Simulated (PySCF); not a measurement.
## Spin states of TlF

Unrestricted PBE0; Tl def2-SVP with ECP60, F def2-SVP; scalar-relativistic core potentials (PySCF 2.14). Outer shells of the fragments: Tl 5d10 6s2 6p1; F 2s2 2p5.

Followed along the bond (rough minima from three points):

| 2Ms+1 | unpaired | ⟨S²⟩ at the start | R at minimum (Å) | Te (eV) |
| --- | --- | --- | --- | --- |
| 1 | none | 0.00 | 2.10 | 0.00 |
| 3 | σ ↑, π ↑ | 2.01 | none in the scan | ≤ 4.37 |

Solutions found at the starting distance of 2.045 Å, counted from the lowest of them; the search is not exhaustive and high or unbound solutions are not listed, so other states can lie among these:

| 2Ms+1 | unpaired | term | E (eV) | ⟨S²⟩ | ⟨Lz²⟩ | μ (D) |
| --- | --- | --- | --- | --- | --- | --- |
| 1 | none | ¹Σ⁺ | 0.00 | 0.00 | 0.00 | -3.35 |
| 3 | σ ↑, π ↑ | ³Π | 4.37 | 2.01 | 1.00 | -2.14 |
| 1 | σ ↑, π ↓ | mixed | 4.71 | 1.01 | 1.00 | -1.75 |
| 3 | σ ↑↑ | ³Σ⁺ | 6.06 | 2.00 | 0.00 | -0.85 |
| 3 | π ↑↑ | mixed | 6.37 | 2.00 | 2.01 | 1.86 |
| 3 | π ↑↑ | mixed | 6.47 | 2.00 | 2.01 | 1.90 |

A term symbol is given only where ⟨S²⟩ and ⟨Lz²⟩ are close to those of a pure state; real π, δ and φ orbitals otherwise mix terms. A positive dipole means Tl(−)F(+).

The measured ground state is X ¹Σ+ (Huber and Herzberg, Constants of Diatomic Molecules (1979)).

These are scalar-relativistic numbers at best; spin–orbit coupling would shift them, the dissociation energy most. Counting both spins, an empty level lies below a filled one in some of these solutions, because spin and occupation are held.
